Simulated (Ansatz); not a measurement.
`C[SiH](O)[Si](O)(F)F` + H₂ → `C[SiH2]O` + `O[SiH](F)F`  (hydrogenolysis of the Si–Si bond)

Gas-phase electronic energies from Ansatz, PBE0-D4/def2-TZVP geometries. CCSD(T)/CBS adds triple-zeta CCSD(T) − MP2 to the extrapolated MP2 energy (def2 sets, frozen cores). This one scheme is used for every species. DFT in def2-TZVPP. B3LYP here is the variant with VWN-RPA as its local correlation; programs differ in this. One conformer a species, not always the lowest.

`C[SiH](O)[Si](O)(F)F`:

Z-matrix (Å, degrees):
```
C
Si 1 1.856
H 1 1.093 2 110.2
H 1 1.092 2 110.9 3 120.2
H 1 1.093 2 110.5 3 -119.5
O 2 1.652 1 107.8 3 -58.5
Si 2 2.344 1 112.2 3 -177.1
H 2 1.492 1 110.6 3 63.3
H 6 0.959 2 117.1 1 -167.0
O 7 1.628 2 107.1 1 156.6
F 7 1.596 2 113.1 1 36.0
F 7 1.595 2 113.5 1 -82.0
H 10 0.960 7 120.5 2 -178.6
```

H₂:

Cartesian coordinates in Å:
```
H -0.249 -0.190 0.202
H 0.249 0.190 -0.202
```

`C[SiH2]O`:

```xyz
9

C    -0.438    0.593   -0.912
Si    0.488   -0.527    0.254
O     0.403   -0.019    1.823
H    -0.318    0.247   -1.943
H    -0.063    1.617   -0.851
H    -1.508    0.606   -0.689
H     1.936   -0.533   -0.069
H    -0.052   -1.912    0.125
H    -0.446   -0.072    2.263
```

`O[SiH](F)F`:

Cartesian coordinates in Å:
```
O 1.033 0.741 0.065
Si -0.347 -0.066 -0.159
F -1.161 -0.194 1.194
F -0.072 -1.553 -0.631
H 1.689 0.429 0.691
H -1.142 0.642 -1.161
```

**Question.** Is it downhill or uphill in electronic energy at CCSD(T)/CBS, and by how much? (Best estimate.)

**Answer.** Computed: Downhill: ΔE = -34.7 kJ/mol.

**Question.** What do these levels give: PBE-D4, B3LYP-D4, PBE, CCSD/def2-TZVPP, MP2/CBS(def2), CCSD/CBS(def2)? (Estimate.)

**Answer.** Computed: PBE-D4 -12.8, B3LYP-D4 -26.5, PBE -22.4, CCSD/def2-TZVPP -43.8, MP2/CBS(def2) -36.0, CCSD/CBS(def2) -40.4 kJ/mol.

Largest T1 diagnostic among the species: 0.012.

In def2-TZVPP, CCSD(T) changes the Hartree–Fock value by +30.1 kJ/mol (the triples alone add +5.7 kJ/mol) and MP2 by +28.8 kJ/mol. The D4 term adds +15.3 kJ/mol with B3LYP and +8.8 kJ/mol with PBE0; it sums over pairs of atoms, weighted by their polarisabilities, and B3LYP, whose exchange is more repulsive, gets the larger term.
